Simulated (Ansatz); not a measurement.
`N=CC(N)BF`, charge 0, multiplicity 1.

(1) Give a relaxed structure at PBE0-D4/def2-TZVP (Ansatz 0.2.0). (An estimate is asked.)

Results:

(1) Computed: 
Cartesian coordinates in Å:
```
N -1.356 -1.608 0.539
C -0.286 -1.053 0.161
C -0.235 0.389 -0.282
N 0.618 0.638 -1.425
B 0.152 1.249 0.976
F 1.320 1.870 0.999
H -1.194 -2.579 0.801
H 0.685 -1.570 0.113
H -1.274 0.668 -0.511
H 0.528 -0.074 -2.137
H 1.592 0.728 -1.172
H -0.550 1.340 1.940
```
This is one stationary point; other conformers may exist.
